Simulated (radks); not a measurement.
All-electron atom: Se+ in [Ar] 3d10 4s2 4p3 (the NIST ground configuration). Calculated with a radial shooting solver on a logarithmic mesh with Libxc functionals: scalar-relativistic Kohn-Sham, PBE, spin-unpolarised, spherical densities, finite nucleus; Fermi nuclear charge, rms radius 4.14 fm.

Normalised radial functions P(r) = r R(r), r in bohr:

r              4s       4p
0.001689   0.0283   0.0004
0.00252    0.0404   0.0009
0.00379    0.0574   0.0019
0.005653   0.0790   0.0040
0.008502   0.1055   0.0084
0.01268    0.1321   0.0170
0.01907    0.1503   0.0337
0.02845    0.1416   0.0630
0.04279    0.0806   0.1097
0.06383   -0.0437   0.1666
0.09599   -0.1984   0.2053
0.1432    -0.2527   0.1617
0.2153    -0.0612  -0.0198
0.3213     0.2899  -0.2597
0.4793     0.3931  -0.3220
0.7207    -0.0453  -0.0247
1.075     -0.6516   0.4522
1.617     -0.8424   0.7439
2.412     -0.5252   0.6273
3.627     -0.1545   0.2902
5.411     -0.0187   0.0676

4s: eigenvalue -26.859 eV, 3 radial nodes at r = 0.0565, 0.232, 0.700 bohr, <r> = 1.74 bohr, 90 % of the charge inside 2.59 bohr. 4p: eigenvalue -15.407 eV, 2 radial nodes at r = 0.208, 0.737 bohr, <r> = 2.12 bohr, 90 % of the charge inside 3.22 bohr.
